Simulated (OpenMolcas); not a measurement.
Tc5+ among 6 point charges of -1.7 e arranged as an octahedron (Oh).

```json
{
  "Program": "OpenMolcas",
  "Method": "CASSCF",
  "Basis": "ANO-RCC-VDZP [6s5p3d1f]",
  "Scalar Hamiltonian": "DKH2, point nucleus",
  "Active space": "2 electrons in 5 orbitals (4d)",
  "State averaging": "2S+1 = 3 even, 10 roots; 2S+1 = 1 even, 15 roots",
  "Spin-orbit coupling": "RASSI with atomic mean-field integrals over the reference wave functions"
}
```

All point charges move together. At R = 1.83 Å |10Dq| is 10390 cm-1, and at R = 2 Å it is 6773 cm-1.

Question: A third run gives 13955 cm-1. What distance was it run at?

Answer: With a power law R^-n the two known points give n = -ln(6773 / 10390) / ln(2 / 1.83) = 4.82. Then R = 1.83 × (10390 / 13955)^(1/4.82) = 1.721 Å. The run was at 1.72 Å, so the estimate is off by +0.001 Å.

An orbital triplet at a regular site is open to Jahn-Teller coupling, which can distort the site and quench the lowest spin-orbit gaps and is left out. Without dynamic correlation the repulsion within the d shell is too large (B by tens of per cent), so at a given field states of lower spin stand too high. This field is weak: 10Dq is about 13955 cm-1, while octahedral complexes of 4d ions of charge 3 and more, computed by the same method with explicit ligands, had a median near 25000 cm-1. Ground spin and moment need not be those of a real site (figures for R = 1.72; the like holds for R = 1.83, R = 2). Point charges carry no covalency, so the field is a model and not that of real ligands. No measured value stands beside these numbers.
